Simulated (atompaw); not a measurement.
# Reading a pseudo-wave (F (Z = 9))

Columns: radius, all-electron u(r) and pseudo u(r) of the 2p shell (level -11.30 eV) of fluorine in the configuration [He] 2s2 2p5; LDA (PW92), scalar-relativistic, PAW (atompaw) scheme, atompaw 4.2.0.5.

| r (bohr) | all-electron | pseudo |
| --- | --- | --- |
| 0.071 | 0.0792 | 0.0066 |
| 0.142 | 0.2369 | 0.0262 |
| 0.213 | 0.4057 | 0.0578 |
| 0.285 | 0.5586 | 0.1008 |
| 0.356 | 0.6808 | 0.1522 |
| 0.427 | 0.7731 | 0.2102 |
| 0.498 | 0.8376 | 0.2725 |
| 0.569 | 0.8782 | 0.3364 |
| 0.640 | 0.8990 | 0.3996 |
| 0.712 | 0.9042 | 0.4604 |
| 0.783 | 0.8971 | 0.5149 |
| 0.854 | 0.8810 | 0.5623 |
| 0.925 | 0.8583 | 0.6011 |
| 0.996 | 0.8309 | 0.6306 |
| 1.067 | 0.8004 | 0.6502 |
| 1.138 | 0.7680 | 0.6601 |
| 1.210 | 0.7339 | 0.6607 |
| 1.281 | 0.7000 | 0.6530 |
| 1.352 | 0.6661 | 0.6382 |
| 1.423 | 0.6328 | 0.6177 |
| 1.494 | 0.6002 | 0.5931 |
| 1.565 | 0.5685 | 0.5658 |
| 1.637 | 0.5375 | 0.5368 |
| 1.708 | 0.5081 | 0.5080 |
| 1.779 | 0.4799 | 0.4799 |
| 1.850 | 0.4529 | 0.4529 |

**Question.** How many radial nodes do the two functions have?

**Answer.** The all-electron 2p function has n − l − 1 = 0; the pseudo-wave has 0.

**Question.** Is the pseudo-wave norm-conserving?

**Answer.** No, it belongs to a PAW set: the norm inside the radius is not constrained, and the difference is carried by the augmentation charge.
